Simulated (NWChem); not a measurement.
System: CH2BNO; SMILES BN=C=O

The following NWChem deck was run.

```
start job
memory heap 200 mb stack 900 mb global 1100 mb
geometry units angstroms noautosym nocenter noautoz
  B     -0.788637    -1.641358     0.628345
  H     -0.192715    -2.304074     1.443668
  H     -1.864823    -1.981816     0.198211
  N     -0.215418    -0.444010     0.168599
  C      0.273054     0.577004    -0.223576
  O      0.748575     1.570819    -0.605266
end
basis spherical
  * library 6-31g*
end
dft
  xc b3lyp
  iterations 150
end
property
  response 1 0.0773
end
task dft property
```

Output (shortened):

```
             Northwest Computational Chemistry Package (NWChem) 7.3.0
             --------------------------------------------------------

                             Geometry "geometry" -> ""
                             -------------------------

 Output coordinates in angstroms (scale by  1.889725989 to convert to a.u.)

  No.       Tag          Charge          X              Y              Z
 ---- ---------------- ---------- -------------- -------------- --------------
    1 B                    5.0000    -0.78863700    -1.64135800     0.62834500
    2 H                    1.0000    -0.19271500    -2.30407400     1.44366800
    3 H                    1.0000    -1.86482300    -1.98181600     0.19821100
    4 N                    7.0000    -0.21541800    -0.44401000     0.16859900
    5 C                    6.0000     0.27305400     0.57700400    -0.22357600
    6 O                    8.0000     0.74857500     1.57081900    -0.60526600

 Effective nuclear repulsion energy (a.u.)      89.4701886848

                              NWChem Property Module
                              ----------------------

                                 NWChem DFT Module
                                 -----------------

 Summary of "ao basis" -> "ao basis" (spherical)
 ------------------------------------------------------------------------------
       Tag                 Description            Shells   Functions and Types
 ---------------- ------------------------------  ------  ---------------------
 B                           6-31g*                  6       14   3s2p1d
 H                           6-31g*                  2        2   2s
 N                           6-31g*                  6       14   3s2p1d
 C                           6-31g*                  6       14   3s2p1d
 O                           6-31g*                  6       14   3s2p1d

            General Information
            -------------------
          SCF calculation type: DFT
          Wavefunction type:  closed shell.
          No. of atoms     :     6
          No. of electrons :    28
           Alpha electrons :    14
            Beta electrons :    14
          Charge           :     0
          Spin multiplicity:     1
          Use of symmetry is: off; symmetry adaption is: off
          Maximum number of iterations: 150
          AO basis - number of functions:    60
                     number of shells:    28
          Convergence on energy requested:  1.00D-06
          Convergence on density requested:  1.00D-05
          Convergence on gradient requested:  5.00D-04

              XC Information
              --------------
                         B3LYP Method XC Potential
                     Hartree-Fock (Exact) Exchange  0.200
                        Slater Exchange Functional  0.800 local
                    Becke 1988 Exchange Functional  0.720 non-local
              Lee-Yang-Parr Correlation Functional  0.810
                  VWN I RPA Correlation Functional  0.190 local

             Grid Information
             ----------------
          Grid used for XC integration:  medium
          Radial quadrature: Mura-Knowles
          Angular quadrature: Lebedev.
          Tag              B.-S. Rad. Rad. Pts. Rad. Cut. Ang. Pts.
          ---              ---------- --------- --------- ---------
          B                   0.85       49           9.0       434
          H                   0.35       45          10.0       434
          N                   0.65       49           7.0       434
          C                   0.70       49           9.0       434
          O                   0.60       49          11.0       434
          Grid pruning is: on
          Number of quadrature shells:   286
          Spatial weights used:  Erf1

      Superposition of Atomic Density Guess
      -------------------------------------

 Sum of atomic energies:        -192.23089820

      Non-variational initial energy
      ------------------------------

 Total energy =    -194.039567
 1-e energy   =    -437.686279
 2-e energy   =     154.176523
 HOMO         =      -0.314831
 LUMO         =      -0.012781

   convergence    iter        energy       DeltaE   RMS-Dens  Diis-err
 ---------------- ----- ----------------- --------- --------- ---------
 d= 0,ls=0.0,diis     1   -194.0524841150 -2.84D+02  1.93D-02  8.32D-01
 d= 0,ls=0.0,diis     2   -193.9368478931  1.16D-01  1.23D-02  2.29D+00
 d= 0,ls=0.0,diis     3   -194.1412092187 -2.04D-01  4.71D-03  1.33D-01
 d= 0,ls=0.0,diis     4   -194.1485935766 -7.38D-03  2.19D-03  5.42D-02
 d= 0,ls=0.0,diis     5   -194.1544316731 -5.84D-03  4.28D-04  1.60D-03
  Resetting Diis
 d= 0,ls=0.0,diis     6   -194.1546376482 -2.06D-04  4.77D-05  6.50D-06
 d= 0,ls=0.0,diis     7   -194.1546383858 -7.38D-07  3.60D-05  1.81D-06
 d= 0,ls=0.0,diis     8   -194.1546381632  2.23D-07  2.18D-05  3.59D-06
 d= 0,ls=0.0,diis     9   -194.1546386189 -4.56D-07  4.90D-06  3.50D-07

         Total DFT energy =     -194.154638618870
      One electron energy =     -439.520753882628
           Coulomb energy =      181.618997087027
    Exchange-Corr. energy =      -25.723070508089
 Nuclear repulsion energy =       89.470188684820

 Numeric. integr. density =       28.000001067544

                       DFT Final Molecular Orbital Analysis
                       ------------------------------------

 Vector   12  Occ=2.000000D+00  E=-3.882329D-01
              MO Center= -4.6D-01, -9.5D-01,  3.6D-01, r^2= 3.8D+00
   Bfn.  Coefficient  Atom+Function         Bfn.  Coefficient  Atom+Function
  ----- ------------  ---------------      ----- ------------  ---------------
     3      0.280667  1 B  px                49     -0.237266  6 O  px
     5      0.209081  1 B  pz                15      0.181377  2 H  s
    17     -0.181348  3 H  s                 51     -0.176692  6 O  pz
    21      0.173996  4 N  px                16      0.167739  2 H  s
    18     -0.167715  3 H  s                 53     -0.154346  6 O  px

 Vector   13  Occ=2.000000D+00  E=-3.383626D-01
              MO Center=  1.0D-01,  2.2D-01, -8.6D-02, r^2= 2.3D+00
   Bfn.  Coefficient  Atom+Function         Bfn.  Coefficient  Atom+Function
  ----- ------------  ---------------      ----- ------------  ---------------
    23      0.332347  4 N  pz                51     -0.306829  6 O  pz
    27      0.243881  4 N  pz                22      0.225318  4 N  py
    55     -0.213255  6 O  pz                50     -0.208011  6 O  py
    21     -0.204122  4 N  px                49      0.188450  6 O  px
    26      0.165342  4 N  py                25     -0.149787  4 N  px

 Vector   14  Occ=2.000000D+00  E=-2.885622D-01
              MO Center= -2.0D-01, -4.1D-01,  1.5D-01, r^2= 3.6D+00
   Bfn.  Coefficient  Atom+Function         Bfn.  Coefficient  Atom+Function
  ----- ------------  ---------------      ----- ------------  ---------------
    21      0.323302  4 N  px                49     -0.277124  6 O  px
    25      0.243897  4 N  px                23      0.240766  4 N  pz
    16     -0.217488  2 H  s                 18      0.217503  3 H  s
    51     -0.206362  6 O  pz                53     -0.207072  6 O  px
    27      0.181628  4 N  pz                 3     -0.163437  1 B  px

 Vector   15  Occ=0.000000D+00  E=-6.840755D-02
              MO Center= -4.5D-01, -9.3D-01,  3.5D-01, r^2= 3.4D+00
   Bfn.  Coefficient  Atom+Function         Bfn.  Coefficient  Atom+Function
  ----- ------------  ---------------      ----- ------------  ---------------
     9      0.387078  1 B  pz                 5      0.332838  1 B  pz
     8      0.262439  1 B  py                37     -0.239743  5 C  pz
     7     -0.237733  1 B  px                 4      0.225667  1 B  py
     3     -0.204420  1 B  px                51      0.182700  6 O  pz
    41     -0.179269  5 C  pz                55      0.172861  6 O  pz

 Vector   16  Occ=0.000000D+00  E= 4.601201D-02
              MO Center=  9.3D-02,  2.0D-01, -7.9D-02, r^2= 2.7D+00
   Bfn.  Coefficient  Atom+Function         Bfn.  Coefficient  Atom+Function
  ----- ------------  ---------------      ----- ------------  ---------------
    16      0.455915  2 H  s                 18     -0.456111  3 H  s
    39      0.454853  5 C  px                35      0.441337  5 C  px
    41      0.338666  5 C  pz                37      0.328658  5 C  pz
     7     -0.304787  1 B  px                53     -0.294013  6 O  px
    49     -0.273583  6 O  px                21     -0.267040  4 N  px

 Vector   17  Occ=0.000000D+00  E= 9.135679D-02
              MO Center= -5.2D-02, -1.0D-01,  3.7D-02, r^2= 3.1D+00
   Bfn.  Coefficient  Atom+Function         Bfn.  Coefficient  Atom+Function
  ----- ------------  ---------------      ----- ------------  ---------------
    41     -0.467021  5 C  pz                27      0.442782  4 N  pz
     9     -0.369220  1 B  pz                37     -0.353086  5 C  pz
    23      0.320845  4 N  pz                40     -0.316570  5 C  py
    26      0.300211  4 N  py                39      0.286846  5 C  px
    25     -0.271945  4 N  px                55      0.258101  6 O  pz

     Multipole analysis of the density
     ---------------------------------

[...]

 DFT Linear Response polarizability / au
 Frequency  =       0.0773000 / au
 Wavelength =     589.4353558 / nm
              X              Y              Z
 -----------------------------------------------
 X      26.2303552     14.7597554     -3.1291694
 Y      14.7597498     47.5391922    -12.9732307
 Z      -3.1291656    -12.9732273     21.9061346
 -----------------------------------------------
 Eigenvalues =      21.0582912     59.5847983     15.0325925
 Isotropic   =      31.8918940
 Anisotropic =      41.8658562
 -----------------------------------------------

 Magnetic Dipole Response Matrix (nonzero elements):

 Exiting AOResponse driver routine
```

Level: B3LYP/6-31G* (spherical d). The geometry was optimised at PBE0/def2-SVP.
